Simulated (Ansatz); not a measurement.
The same molecule with X = B, Al, Ga, In. Ansatz, PBE0-D4/def2-TZVP geometries, multiplicity 1.

Elements past krypton have def2 core potentials. Scalar relativity is left out up to krypton.

```json
{"X": "Al", "molecule": "`[AlH2][O][SiH3]`", "mean X–H bond length / Å": "1.579", "mean X–O bond length / Å": "1.682", "LUMO energy (B3LYP/def2-TZVPP) / eV": "-1.41", "LUMO energy (ωB97M-V/def2-TZVPP) / eV": "0.40", "size of the dipole moment (B3LYP/def2-TZVPP) / D": "0.42"}
{"X": "Ga", "molecule": "`[SiH3][O][GaH2]`", "mean X–H bond length / Å": "1.558", "mean X–O bond length / Å": "1.785", "LUMO energy (B3LYP/def2-TZVPP) / eV": "-1.77", "LUMO energy (ωB97M-V/def2-TZVPP) / eV": "0.21", "size of the dipole moment (B3LYP/def2-TZVPP) / D": "1.45"}
{"X": "In", "molecule": "`[SiH3][O][InH2]`", "mean X–H bond length / Å": "1.704", "mean X–O bond length / Å": "1.992", "LUMO energy (B3LYP/def2-TZVPP) / eV": "-2.09", "LUMO energy (ωB97M-V/def2-TZVPP) / eV": "-0.35", "size of the dipole moment (B3LYP/def2-TZVPP) / D": "2.62"}
```

Q: Give the row for X = B, `BO[SiH3]`. (Estimate.)

A: Ansatz gave: 
| X | molecule | mean X–H bond length / Å | mean X–O bond length / Å | LUMO energy (B3LYP/def2-TZVPP) / eV | LUMO energy (ωB97M-V/def2-TZVPP) / eV | size of the dipole moment (B3LYP/def2-TZVPP) / D |
| --- | --- | --- | --- | --- | --- | --- |
| B | `BO[SiH3]` | 1.201 | 1.347 | -0.91 | 1.22 | 0.99 |

From B to In the mean X–H bond length isn't monotonic: highest at In, lowest at B; the mean X–O bond length rises at each step, by 0.645 Å in all; the LUMO energy (B3LYP/def2-TZVPP) falls at each step, by 1.18 eV in all; the LUMO energy (ωB97M-V/def2-TZVPP) falls at each step, by 1.57 eV in all. Bonds lengthen as the atom grows down the group. Dipoles are sizes alone, and their direction can turn along the series.

B3LYP here is the variant with VWN-RPA as its local correlation; programs differ in this.
